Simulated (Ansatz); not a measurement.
Cost and result for the atomization energy of C₂H₆O₂Se (`COC(O)[SeH]`) (11 atoms, 10 bonds).

```xyz
11

C    -1.389   -0.388   -0.824
O    -0.580    0.593   -0.197
C     0.690    0.156    0.068
O     0.630   -0.844    1.036
Se    1.799    1.688    0.631
H    -1.576   -1.234   -0.160
H    -0.915   -0.749   -1.746
H    -2.330    0.100   -1.073
H     1.182   -0.212   -0.849
H     1.527   -1.058    1.307
H     0.961    1.948    1.808
```

The species carries charge 0 and has multiplicity 1. Correlated methods include outer-core shells of Se, which these sets cover unevenly. Scalar relativity is left out up to krypton. The structure was optimised at the PBE0-D4/def2-TZVP level. It is one conformer, not always the lowest. Program: Ansatz. All runs use 4 threads of a server CPU on a shared host. Times are those of one run each, without the atoms' runs, and a repeat can differ threefold. Electronic energies, without spin–orbit coupling; frozen cores. CCSD(T)/CBS adds CCSD(T) − MP2 in def2-TZVPP to the MP2 limit, and its time is that of the two runs behind it. T1 = 0.011. With those shells the extrapolation isn't a true limit. B3LYP takes the VWN-RPA correlation (the form of Gaussian; ORCA's B3LYP/G).

CCSD(T)/CBS is a level of theory with its own doubt, some kJ/mol a heavy atom from the limit and from the frozen cores, so smaller differences don't rank the functionals.

```
                             level  functions  wall time
            LDA (SPW92)/def2-TZVPP        256      1.8 s
                BLYP-D4/def2-TZVPP        256      2.3 s
r2SCAN-D4/def2-TZVPP (with forces)        256      4.8 s
             r2SCANh-D4/def2-TZVPP        256      5.5 s
 B3LYP-D4/def2-TZVPP (with forces)        256      5.5 s
           CAM-B3LYP-D4/def2-TZVPP        256      6.5 s
               PBE-QIDH/def2-TZVPP        256      8.5 s
                ωB97X-V/def2-TZVPP        256      9.5 s
                  CCSD(T)/def2-SVP        118       10 s
                 B97M-V/def2-TZVPP        256       10 s
                    MP2/def2-QZVPP        497       27 s
                CCSD(T)/def2-TZVPP        256    3.8 min
                 CCSD(T)/CBS(def2)          –    4.3 min
```

(1) What atomization energy does each give, and how far from CCSD(T)/CBS? (Estimate.)

## Answers

(1) Ansatz gave: 
```
                             level  atomization (kcal/mol)  difference from CCSD(T)/CBS  per bond
            LDA (SPW92)/def2-TZVPP                  1110.5                        165.1      16.5
                BLYP-D4/def2-TZVPP                   944.7                         -0.7      -0.1
r2SCAN-D4/def2-TZVPP (with forces)                   946.1                          0.7       0.1
             r2SCANh-D4/def2-TZVPP                   937.4                         -8.0      -0.8
 B3LYP-D4/def2-TZVPP (with forces)                   940.5                         -4.9      -0.5
           CAM-B3LYP-D4/def2-TZVPP                   945.4                          0.0       0.0
               PBE-QIDH/def2-TZVPP                   933.4                        -12.0      -1.2
                ωB97X-V/def2-TZVPP                   944.6                         -0.8      -0.1
                  CCSD(T)/def2-SVP                   887.7                        -57.7      -5.8
                 B97M-V/def2-TZVPP                   940.6                         -4.8      -0.5
                    MP2/def2-QZVPP                   952.6                          7.2       0.7
                CCSD(T)/def2-TZVPP                   918.3                        -27.1      -2.7
                 CCSD(T)/CBS(def2)                   945.4                          0.0       0.0
```

The D4 term adds +8.1 kcal/mol with B3LYP and +4.2 kcal/mol with PBE0; it sums over pairs of atoms, weighted by their polarisabilities, and B3LYP, whose exchange is more repulsive, gets the larger term. From PBE to PBE0 (25 % exact exchange), in def2-TZVPP and without D4, the atomization energy moves by −25.1 kcal/mol: exact exchange takes away binding that semilocal exchange gives to molecules. Leaving LDA and LC-ωPBE aside and taking each functional with its dispersion term where it has one, the values, not all of them listed here, spread over 67.9 kcal/mol, from BHLYP-D4 to PBE-D4. LDA lies +145.6 kcal/mol from PBE without D4, its usual overbinding.
